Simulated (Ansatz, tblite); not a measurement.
Removing and adding an electron: In7As7H20. The state is a singlet with charge 0. Geometry: PBE-D4/def2-SVP. Ansatz, gas phase; energy differences of separate SCF runs; the oxidised species was run as a doublet alone; the reduced species was run as a doublet alone.

```xyz
34

In    3.1208   -2.8632   -0.7642
In   -0.8762    3.6563    2.4572
In   -0.2353   -1.2921    2.0808
In    2.4167    1.4257   -0.3130
In    0.2599   -0.8671   -3.6330
In   -2.1638    0.2646   -1.7568
In   -1.4665   -4.0363   -1.2022
As    1.6421    3.3444    1.4446
As    2.1142   -0.9069    0.8911
As    0.8408   -3.0221   -2.2298
As   -0.8922    1.0585    3.3055
As   -2.3530    3.6246    0.2693
As   -1.9278   -1.6385    0.0618
As    0.3293    1.2505   -1.9617
H     3.2575   -4.3153    0.1794
H     4.3318   -2.0294   -1.6973
H    -0.8564    4.7610    3.8018
H    -0.2719   -2.5357    3.3007
H     3.9161    1.8570   -1.0789
H     0.4883   -0.6484   -5.3378
H    -1.7022   -0.8569   -3.2949
H    -3.5795    1.1737   -2.1497
H    -1.0598   -5.1666    0.0529
H    -2.6372   -4.1485   -2.4823
H     2.6598    3.3250    2.5859
H     2.0942    4.6812    0.8569
H     3.0754   -0.7997    2.0784
H     1.1930   -3.9616   -3.3867
H    -0.2005    0.9783    4.6690
H    -2.3016    0.8132    3.8468
H    -2.5780    2.1120    0.4891
H    -3.6243    3.9532    1.0834
H    -3.3011   -1.6456    0.7352
H     0.2872    2.4545   -2.9015
```

In the def2 sets In takes a core potential; there is no spin–orbit coupling. The xTB rows come from tblite. Single mean-field runs in def2-SVP are fitted with def2-universal-jkfit. HOMO above LUMO, or a gap near zero within one spin, warns that the state may not be the lowest or that an electron is smeared out.

**Question.** Estimate orbital energies and vertical ionisation energies and electron affinities at: GFN1-xTB; GFN2-xTB; PBE-D4/def2-SVP; r2SCANh-D4/def2-SVP; PBE0-D4/def2-SVP.

**Answer.** 
```csv
level,−HOMO (eV),vertical IE (eV),−LUMO (eV),vertical EA (eV),HOMO–LUMO gap (eV),IE − EA (eV),remarks
GFN1-xTB,9.28,10.77,6.61,5.29,2.67,5.48,–
GFN2-xTB,10.03,11.54,7.44,5.97,2.59,5.57,–
PBE-D4/def2-SVP,5.79,7.41,2.36,0.98,3.43,6.43,"HOMO above zero (-1 doublet), gap within one spin near zero (+1 doublet), gap within one spin near zero (-1 doublet)"
r2SCANh-D4/def2-SVP,6.35,7.73,1.90,0.72,4.45,7.01,HOMO above zero (-1 doublet)
PBE0-D4/def2-SVP,6.71,7.84,1.62,0.69,5.09,7.15,HOMO above zero (-1 doublet)
```

Relaxing the oxidised species (PBE-D4/def2-SVP) changes its energy by -0.62 eV at PBE-D4/def2-SVP, so the adiabatic ionisation energy to this nearest minimum is 6.79 eV. At PBE0-D4/def2-SVP it is 6.99 eV.     A HOMO above zero means that the electron is unbound at that level or that self-interaction error raises the level; the energy of removing that electron tells which. Raw xTB energy differences between charge states are shifted by several eV; the methods need an empirical correction for them. Sets without diffuse functions give affinities that are too small.
